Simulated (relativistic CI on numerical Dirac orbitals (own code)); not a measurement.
The 3d ions of charge 2+

Method of calculation: Dirac-Coulomb-Breit CI, separate exchange-only KLI orbitals for each configuration, model QED, valence Slater integrals scaled by 0.75 (own radial code, finite nucleus).

Each species is treated in one configuration, given outside its closed core, with all valence electrons in the open shell. Radial values are for the open shell of highest l, unscaled and averaged over j; ζ includes the Breit term. Labels give the leading LS character, summed over repeated terms.

| Ion | Configuration | Its lowest level | LS weight (%) | ⟨r⟩ (bohr) | ⟨r²⟩ (bohr²) | Next level | E (cm⁻¹) | F² (cm⁻¹) | F⁴ (cm⁻¹) |
| --- | --- | --- | --- | --- | --- | --- | --- | --- | --- |
| Sc²⁺ | 3d | 2D_3/2 | 100 | 1.542 | 2.981 | 2D_5/2 | 162.53 |  |  |
| Ti²⁺ | 3d2 | 3F_2 | 100 | 1.408 | 2.499 | 3F_3 | 161.13 | 66320 | 41240 |
| V²⁺ | 3d3 | 4F_3/2 | 100 | 1.299 | 2.134 | 4F_5/2 | 130.46 | 71920 | 44700 |
| Cr²⁺ | 3d4 | 5D_0 | 100 | 1.208 | 1.852 | 5D_1 | 57.471 | 77380 | 48080 |
| Mn²⁺ | 3d5 | 6S_5/2 | 100 | 1.13 | 1.628 | 4G_11/2 | 23507 | 82710 | 51370 |
| Fe²⁺ | 3d6 | 5D_4 | 100 | 1.063 | 1.446 | 5D_3 | 421.81 | 87940 | 54600 |
| Co²⁺ | 3d7 | 4F_9/2 | 100 | 1.005 | 1.296 | 4F_7/2 | 810.27 | 93090 | 57780 |
| Ni²⁺ | 3d8 | 3F_4 | 100 | 0.9529 | 1.169 | 3F_3 | 1302.4 | 98160 | 60910 |
| Cu²⁺ | 3d9 | 2D_5/2 | 100 | 0.9067 | 1.062 | 2D_3/2 | 1979.2 |  |  |

With one configuration, terms of near-neutral atoms and ions can be 10 to 25 % off, and close levels can change places.
